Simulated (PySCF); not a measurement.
C4H6OSi.

```xyz
12

O      0.1438    -2.2319     0.0000
C     -0.0326    -1.0358     0.0000
C     -1.4295    -0.3925     0.0000
C     -1.3013     1.1044     0.0000
C     -0.0840     1.6938     0.0000
Si     1.2758     0.4190     0.0000
H     -1.9929    -0.7639    -0.8778
H     -1.9929    -0.7639     0.8778
H     -2.2259     1.6986     0.0000
H     -0.0058     2.7859     0.0000
H      2.1456     0.4064    -1.2142
H      2.1456     0.4064     1.2142
```
Charge 0, spin multiplicity 1.

Coordinates come from a r2SCAN-D4/def2-SVP optimisation. The structure was generated by enumeration, and PubChem lists no compound with its InChIKey, so it may never have been made. The values are those of a single conformer.

Computed with B3LYP/pcSseg-1 (PySCF). Non-relativistic, no solvent.

Computed absolute GIAO shielding of each atom: isotropic value and principal components (ppm):
| atom | σ(iso) | σ11 | σ22 | σ33 | span |
|---|---|---|---|---|---|
| O1 | -535.0 | -1480.0 | -503.8 | 378.7 | 1858.7 |
| C2 | -72.6 | -174.5 | -107.7 | 64.5 | 238.9 |
| C3 | 125.3 | 107.8 | 121.2 | 146.8 | 39.0 |
| C4 | 15.5 | -117.8 | 22.9 | 141.3 | 259.0 |
| C5 | 43.2 | -73.9 | 42.3 | 161.1 | 235.0 |
| Si6 | 416.5 | 372.7 | 398.2 | 478.6 | 105.9 |
| H7 | 28.6 | 25.9 | 27.8 | 32.0 | 6.1 |
| H8 | 28.6 | 25.9 | 27.8 | 32.0 | 6.1 |
| H9 | 24.1 | 21.6 | 23.2 | 27.4 | 5.8 |
| H10 | 24.8 | 22.8 | 24.9 | 26.8 | 3.9 |
| H11 | 27.2 | 24.5 | 25.1 | 31.9 | 7.5 |
| H12 | 27.2 | 24.5 | 25.1 | 31.9 | 7.5 |
